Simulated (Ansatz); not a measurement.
Consider the redistribution: `S[SiH](S)Cl` + `CC[O][Sn]([F])([O]CC)[O]CC` → `F[SiH](S)S` + `CC[O][Sn]([Cl])([O]CC)[O]CC`.

Calculated with Ansatz (gas phase, PBE0-D4/def2-TZVP geometries, no zero-point term in ΔE). CCSD(T)/CBS is the MP2 limit (def2-TZVPP, def2-QZVPP) plus CCSD(T) − MP2 in def2-TZVPP, frozen cores. DFT in def2-TZVPP. Elements past krypton have def2 core potentials. For Sn outer-core shells are correlated without core-valence functions, which leaves a few kJ/mol of doubt a bond. Each species was taken in one conformer, which may not be the lowest.

`S[SiH](S)Cl`:

Z-matrix (Å, degrees):
```
Si
S 1 2.119
Cl 1 2.055 2 109.9
S 1 2.118 2 103.9 3 -122.1
H 1 1.478 2 114.3 3 118.0
H 2 1.344 1 93.6 3 -36.1
H 4 1.345 1 93.3 2 -155.7
```

`CC[O][Sn]([F])([O]CC)[O]CC`:

Z-matrix (Å, degrees):
```
C
C 1 1.508
H 1 1.093 2 110.3
H 1 1.092 2 110.5 3 120.0
H 1 1.092 2 110.5 3 -120.0
O 2 1.423 1 108.4 3 179.6
H 2 1.098 1 110.0 3 58.9
H 2 1.097 1 110.2 3 -59.4
Sn 6 1.939 2 120.8 1 175.0
F 9 1.908 6 106.5 2 -47.6
O 9 1.932 6 108.4 2 -167.9
O 9 1.932 6 115.5 2 68.6
C 11 1.424 9 120.7 6 44.9
C 12 1.424 9 120.0 6 78.4
C 13 1.508 11 108.3 9 -170.4
H 13 1.097 11 110.0 9 69.2
H 13 1.097 11 110.7 9 -49.5
C 14 1.508 12 108.2 9 174.5
H 14 1.098 12 110.3 9 -65.1
H 14 1.097 12 110.6 9 53.7
H 15 1.092 13 110.5 11 -59.2
H 15 1.092 13 110.6 11 60.8
H 15 1.093 13 110.3 11 -179.2
H 18 1.092 14 110.5 12 -60.4
H 18 1.092 14 110.5 12 59.6
H 18 1.093 14 110.3 12 179.6
```

`F[SiH](S)S`:

Z-matrix (Å, degrees):
```
Si
S 1 2.114
S 1 2.115 2 104.7
F 1 1.596 2 113.1 3 -118.3
H 1 1.477 2 110.5 3 124.1
H 2 1.344 1 93.3 3 -153.3
H 3 1.345 1 93.2 2 -161.1
```

`CC[O][Sn]([Cl])([O]CC)[O]CC`:

```xyz
26

C     3.586    1.099   -1.923
C     2.814    0.919   -0.640
O     1.765   -0.011   -0.876
Sn    0.575   -0.499    0.571
Cl    1.738   -1.235    2.421
O    -0.568   -1.882   -0.154
C    -1.504   -2.535    0.693
C    -2.245   -3.564   -0.123
O    -0.457    1.028    1.193
C    -1.290    1.716    0.269
C    -1.972    2.849    0.994
H     4.008    0.147   -2.251
H     2.933    1.475   -2.713
H     4.402    1.811   -1.778
H     3.481    0.554    0.152
H     2.407    1.883   -0.306
H    -2.212   -1.810    1.118
H    -0.990   -3.021    1.533
H    -1.550   -4.298   -0.534
H    -2.772   -3.088   -0.953
H    -2.976   -4.087    0.499
H    -0.697    2.109   -0.569
H    -2.040    1.036   -0.157
H    -1.233    3.539    1.405
H    -2.623    3.401    0.311
H    -2.578    2.465    1.817
```

(1) Is it downhill or uphill in electronic energy at CCSD(T)/CBS, and by how much? (Estimate.)

(2) What do these levels give: r2SCANh-D4, BHLYP-D4, CAM-B3LYP-D4, ωB97X-V, MP2/def2-TZVPP, CCSD/CBS(def2)? (An estimate is asked.)

Largest T1 diagnostic among the species: 0.014.

## Answers

(1) Computed: Downhill: ΔE = -0.83 eV.

(2) Ansatz gave: r2SCANh-D4 -0.83, BHLYP-D4 -0.88, CAM-B3LYP-D4 -0.84, ωB97X-V -0.80, MP2/def2-TZVPP -0.85, CCSD/CBS(def2) -0.84 eV.

From BLYP to BHLYP (50 % exact exchange), in def2-TZVPP and without D4, ΔE moves by −0.11 eV. In def2-TZVPP, CCSD(T) changes the Hartree–Fock value by +0.05 eV (the triples alone add +0.01 eV) and MP2 by +0.06 eV.
